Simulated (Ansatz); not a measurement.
Reaction (ligand exchange at the Si–S bond): `CO[SiH2]S[SiH3]` + `N[SiH2]F` → `CO[SiH2]N[SiH2]F` + `[SiH3]S`

Program: Ansatz. Geometries: PBE0-D4/def2-TZVP. ΔE: electronic, gas phase. CCSD(T)/CBS is the MP2 limit (def2-TZVPP, def2-QZVPP) plus CCSD(T) − MP2 in def2-TZVPP, frozen cores. DFT in def2-TZVPP. One conformer a species, not always the lowest.

```
          level  ΔE (kJ/mol)
        ωB97X-V          5.6
 MP2/def2-TZVPP          6.6
CCSD/def2-TZVPP         -1.5
 MP2/def2-QZVPP          8.6
```

**Question.** What does CCSD(T)/CBS give? (Estimate.)

**Answer.** Ansatz gave: +5.7 kJ/mol. The listed levels differ from it by -0.1, 0.9, -7.2, 2.9 kJ/mol.

Largest T1 diagnostic among the species: 0.012.

In def2-TZVPP, CCSD(T) changes the Hartree–Fock value by +11.3 kJ/mol (the triples alone add +3.0 kJ/mol) and MP2 by +16.4 kJ/mol. The D4 term adds +6.2 kJ/mol with B3LYP and +3.4 kJ/mol with PBE0; it sums over pairs of atoms, weighted by their polarisabilities, and B3LYP, whose exchange is more repulsive, gets the larger term.

B3LYP here is the variant with VWN-RPA as its local correlation; programs differ in this.
